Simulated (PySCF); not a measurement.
HO₂, SMILES O[O], multiplicity 2. Atoms are numbered in the order given.

```xyz
3

O     -0.1249    -0.5895     0.0000
O      0.0279     0.7099     0.0000
H      0.7760    -0.9628     0.0000
```
Charge 0, spin multiplicity 2.

Geometry: PBE0-D3(BJ)/def2-TZVPD. The isomer is the one that the SMILES or the coordinates give; other isomers of the formula were not compared.

These are TDA-PBE0/def2-TZVPD (PySCF) values and carry that method's errors.

Vertical excitations. Gas-phase values at a fixed geometry.

Computed UV-visible absorptions:
```tsv
state	energy (eV)	λ (nm)	f	main pairs
root 1	1.26	983	0.000	β HOMO→LUMO 99 %
root 2	6.34	196	0.002	α HOMO→LUMO 15 %, β HOMO→LUMO+1 76 %
root 3	6.71	185	0.080	β HOMO−1→LUMO 85 %
root 4	6.90	180	0.000	α HOMO−1→LUMO 54 %, β HOMO−2→LUMO 42 %
root 5	6.93	179	0.006	α HOMO→LUMO 65 %, β HOMO→LUMO+1 20 %
root 6	7.05	176	0.003	α HOMO−1→LUMO 41 %, β HOMO−2→LUMO 55 %
root 7	7.35	169	0.002	α HOMO→LUMO+1 23 %, α HOMO→LUMO 12 %, α HOMO→LUMO+7 8 %, β HOMO→LUMO+2 41 %, β HOMO→LUMO+8 12 %
root 8	8.04	154	0.002	α HOMO−1→LUMO+1 75 %, α HOMO−1→LUMO+7 19 %
root 9	8.10	153	0.019	α HOMO→LUMO+1 50 %, β HOMO→LUMO+2 41 %
root 10	8.88	140	0.005	β HOMO→LUMO+3 91 %
```
Unrestricted roots are not spin-pure.
